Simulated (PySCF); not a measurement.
Cl4H2Si2, SMILES Cl[SiH2][Si](Cl)(Cl)Cl.

The structure is a stationary point at r2SCAN-D4/def2-SVP. Other conformers were not sampled.

Vertical ionisation energy (IE) and electron affinity (EA) in eV. Rows of orbital energies are one-electron estimates. Where ΔSCF, EOM or ADC give a negative EA the extra electron is unbound and the value depends on the basis.

```tsv
level	IE	EA
−ε(HOMO), −ε(LUMO), r2SCAN/def2-TZVP (PySCF)	7.63	1.83
−ε(HOMO), −ε(LUMO), PBE/def2-TZVP (PySCF)	7.31	2.06
```
